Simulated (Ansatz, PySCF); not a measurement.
Species: CCl2, net charge 0, triplet state. This is an excited triplet: at this geometry the singlet lies 0.44 eV lower at RI-MP2/CBS(aug-cc-pV(T+d)Z,aug-cc-pV(Q+d)Z)+[CCSD(T)-MP2]/aug-cc-pV(T+d)Z. 
Geometry from a B3LYP-D3(BJ)/def2-TZVP (Ansatz, a program for electronic structure) optimisation:
```xyz
3

C      0.0044    -0.0137    -0.6156
Cl     1.5088     0.0245     0.1190
Cl    -1.5103    -0.0197     0.0982
```
Charge 0, spin multiplicity 3.

Total electronic energies in hartree. Cores are frozen in the correlated levels unless marked. Open shells are spin-unrestricted. Spin-orbit coupling is left out. Non-relativistic. CBS(X,Y): correlation extrapolated as X^-3; Hartree-Fock from the larger set.

```tsv
level	program	energy (Eh)
HF/aug-cc-pV(T+d)Z	Ansatz	-956.81799
RI-HF/aug-cc-pV(Q+d)Z	Ansatz	-956.82684
TPSS-D3(BJ)/def2-TZVPD	PySCF + dftd3	?
PBE0-D3(BJ)/def2-TZVP	Ansatz + dftd3	-958.06822
PW6B95-D4/def2-TZVPD	PySCF + dftd4	-959.17296
RI-MP2/cc-pV(Q+d)Z	Ansatz	-957.35242
SCS-MP2/aug-cc-pV(D+d)Z	Ansatz	-957.14990
SCS-MP2/cc-pwCVTZ	Ansatz	-957.29263
CCSD(T)/CBS(cc-pV(T+d)Z,cc-pV(Q+d)Z)	Ansatz	-957.4516
```

Question: Fill in the missing entries.

Answer: 
- TPSS-D3(BJ)/def2-TZVPD, energy (Eh): -958.46977
